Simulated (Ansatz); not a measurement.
`CN[SiH3]` and `[SiH3]NCBCl` differ in one atom or group.

Ansatz, PBE0-D4/def2-TZVP geometries, multiplicity 1. Each molecule was computed in one conformer, which needn't be the lowest.

| property | `CN[SiH3]` |
| --- | --- |
| size of the dipole moment (ωB97M-V/def2-TZVPP) / D | 1.27 |
| LUMO energy (PBE0/def2-TZVPP) / eV | 0.47 |
| HOMO–LUMO gap (PBE/def2-TZVPP) / eV | 5.07 |
| LUMO energy (PBE/def2-TZVPP) / eV | -0.36 |
| LUMO energy (B3LYP/def2-TZVPP) / eV | 0.22 |
| HOMO energy (ωB97M-V/def2-TZVPP) / eV | -9.13 |

Task: What does the change do to each property? (Estimate.)

Result: The calculation gave: 
```json
{"property": "size of the dipole moment (ωB97M-V/def2-TZVPP) / D", "`[SiH3]NCBCl`": "1.70", "shift": "0.43"}
{"property": "LUMO energy (PBE0/def2-TZVPP) / eV", "`[SiH3]NCBCl`": "-1.38", "shift": "-1.85"}
{"property": "HOMO–LUMO gap (PBE/def2-TZVPP) / eV", "`[SiH3]NCBCl`": "3.30", "shift": "-1.77"}
{"property": "LUMO energy (PBE/def2-TZVPP) / eV", "`[SiH3]NCBCl`": "-2.37", "shift": "-2.01"}
{"property": "LUMO energy (B3LYP/def2-TZVPP) / eV", "`[SiH3]NCBCl`": "-1.58", "shift": "-1.80"}
{"property": "HOMO energy (ωB97M-V/def2-TZVPP) / eV", "`[SiH3]NCBCl`": "-9.37", "shift": "-0.24"}
```

With PBE0 the HOMO falls by 0.25 eV and the LUMO falls by 1.85 eV, so the gap narrows by about 1.60 eV. PBE moves the HOMO by -0.24 eV and ωB97M-V by -0.24 eV. Dipoles are sizes alone; their direction can turn.

B3LYP here is the variant with VWN-RPA as its local correlation; programs differ in this.
